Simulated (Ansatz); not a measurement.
CH6AlNOSi (`O=C[N]([AlH2])[SiH3]`), relaxed with RKS PBE0-D4/def2-TZVP in the Gaussian-basis code of Ansatz from a PBE-D4/def2-SVP geometry. The force threshold is 0.005 eV/Å; the program also tests the step.

The species carries charge 0 and has multiplicity 1.

Start:

```xyz
11

O     0.809   -1.324    1.772
C     0.336   -0.227    1.498
N    -0.019    0.142    0.208
Al   -0.741    1.784   -0.195
Si    0.322   -1.203   -0.956
H     0.156    0.559    2.283
H    -0.927    2.785    1.031
H    -1.118    2.069   -1.712
H    -0.500   -2.416   -0.644
H     1.785   -1.527   -0.999
H    -0.103   -0.642   -2.286
```

(1) How much energy does the relaxation release, and in how many steps? (Estimate.)

(2) Which bonds change most? (Best estimate.)

(3) Give the relaxed structure. (Best estimate.)

## Answers

(1) Computed: 5.67 kJ/mol, in 7 steps, 1 of them rejected.

(2) The calculation gave: N3–Si5 from 1.811 to 1.773 Å; N3–Al4 from 1.839 to 1.813 Å; C2–H6 from 1.126 to 1.105 Å; Si5–H9 from 1.499 to 1.480 Å.

(3) Computed: 
```xyz
11

O     0.800   -1.298    1.765
C     0.328   -0.220    1.478
N    -0.019    0.131    0.198
Al   -0.726    1.753   -0.194
Si    0.316   -1.184   -0.944
H     0.148    0.554    2.246
H    -0.913    2.734    1.028
H    -1.094    2.054   -1.695
H    -0.489   -2.387   -0.631
H     1.761   -1.499   -0.993
H    -0.112   -0.637   -2.259
```
